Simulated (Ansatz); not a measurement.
Ansatz (an electronic-structure program) input (RI-MP2/cc-pVQZ):
A basis named .json is the Basis Set Exchange file of that set.

Ansatz 0.2 input:
```yaml
crystal:
  periodic: [false, false, false]
  atoms:
    - {symbol: F, position_ang: [-1.95477787, 0.89537112, -0.04305577]}
    - {symbol: C, position_ang: [-1.45726719, -0.39229940, 0.25125928]}
    - {symbol: Br, position_ang: [0.79584681, -0.13801279, -0.01053057]}
    - {symbol: H, position_ang: [-1.51803441, -0.87409582, -0.75148368]}
basis:
  gaussian:
    orbitals: cc-pVQZ
    fitting: {mean_field: def2-universal-jkfit, correlation: cc-pVQZ-RIFIT.json}
total_charge: -1
magnetization: {spin_polarized: false}
correlation: {method: mp2, electrons: outside_noble_gas}
```

End of the output:

```
integrals: 0.19 GiB planned
436 factors; integrals over basis functions are off by at most 4.3e0 eV
545 factors; integrals over basis functions are off by at most 1.3e2 eV
mean field: 0.62 GiB planned
mean field evaluation 1: about -73751.0724 eV, gradient 2.6e1 eV
mean field evaluation 2: about -73752.3031 eV, gradient 1.4e1 eV
mean field evaluation 4: about -73752.6959 eV, gradient 1.1e0 eV
mean field evaluation 8: about -73752.7058 eV, gradient 2.0e-6 eV
mean field -73752.70578989 eV, -2710.3619463989 hartree, gradient 2.0e-6 eV, S^2 0.000000; 0 other end points of the search recorded, 0 dependent functions left out
16 core orbitals not correlated
reference -73752.70578989 eV, -2710.3619463989 hartree; 10, 10 occupied and 182, 182 virtual orbitals, 545 factors
second order -17.31325385 eV of doubles, -0.00000000 eV of singles
Total energy: -73770.01904374 eV, -2710.9981967427 hartree
```

It need not be the lowest isomer of its formula. Whether it binds its extra electron was not tested at this geometry.
